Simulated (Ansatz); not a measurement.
Ideal-gas functions of CH$_{4}$AlFSe, SMILES `C[Se][AlH][F]` at 400 K and 1 bar, from an Ansatz frequency run at PBE0-D4/def2-TZVP.

Molar mass 140.98 g/mol, point group Cs (symmetry number 1), electronic degeneracy 1, moments of inertia 58.174, 279.749, 334.714 u Å². Harmonic wavenumbers (cm⁻¹, unscaled): 75, 112, 120, 198, 410, 461, 600, 648, 847, 924, 929, 1313, 1463, 1472, 1963, 3078, 3175, 3188.

Use S(trans) = R[1.5 ln M + 2.5 ln T − 1.1517]; rotational temperatures θ = 24.2544 K / I; S(rot) = R[ln(√π/σ · √(T³/θAθBθC)) + 1.5]; for each mode x = 1.438777 ν̃/T, S = R[x/(eˣ − 1) − ln(1 − e⁻ˣ)] and H = RT x/(eˣ − 1); 1 cm⁻¹ = 0.0119627 kJ/mol; R = 8.31446 J/(mol·K).

Question: By hand: the entropy, in J/(mol·K).

Answer: Translation 176.7. Rotation: θ = 0.4169, 0.0867, 0.0725 K, giving 116.7. Vibration, mode by mode: 19.23, 15.93, 15.36, 11.31, 5.80, 5.00, 3.36, 2.94, 1.67, 1.34, 1.32, 0.43, 0.27, 0.26, 0.06, 0.00, 0.00, 0.00, in all 84.3. Electronic 0.0. Sum 377.7 J/(mol·K).

Question: By hand: H − E and G − E in kJ/mol, counted from the electronic energy.

Answer: Zero-point energy ½ × 20976 × 0.0119627 = 125.5; thermal vibration 16.7; translation, rotation and pV give 4 RT = 13.3. H − E = 155.5 kJ/mol, and G − E = 155.5 − 400 × 377.7/1000 = 4.4 kJ/mol.

Vibration gives 22 % of the entropy, 50.5 J/(mol·K) of it from the modes under 150 cm⁻¹: soft modes count most, and the harmonic formula is weakest for them. The sum counts one conformer and one mirror image; others add a mixing term.
